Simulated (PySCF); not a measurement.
## Polarisability and C₆ of In⁻ (indium, charge -1)

[Kr] 4d10 5s2 5p2, high-spin 3P determinant. Computed with PySCF 2.14 in dyall-av2z, with the non-relativistic Hamiltonian (point nucleus). Coupled (time-dependent) response in atomic units; α is the mean over directions. A double-zeta set is small for polarisabilities.

| method | mean α (bohr³) | α xx, yy, zz | C₆ (like pair) | S(−4) |
| --- | --- | --- | --- | --- |
| UHF | 272.6 | 141.3, 338.3, 338.2 | 5298 | 50990 |

S(−4) is the Cauchy moment in α(ω) = α(0) + S(−4) ω² + …

Spin-orbit coupling is absent.

α(iu) at UHF:

| u (hartree) | α(iu) (bohr³) |
| --- | --- |
| 0 | 272.6 |
| 0.0500 | 197.9 |
| 0.100 | 128.6 |
| 0.200 | 63.83 |
| 0.300 | 36.64 |
| 0.500 | 16.25 |
| 0.750 | 8.110 |
| 1.00 | 4.891 |
| 1.50 | 2.373 |
| 2.00 | 1.416 |
| 3.00 | 0.6850 |
| 5.00 | 0.2758 |

For an ion, C₆ is the dispersion term alone; charge-induced terms of lower order in 1/R come first.

The components differ because the open shell of this determinant is not spherical; for a pure term their mean is the scalar polarisability.

A non-relativistic calculation at this Z misses sizeable relativistic shifts.
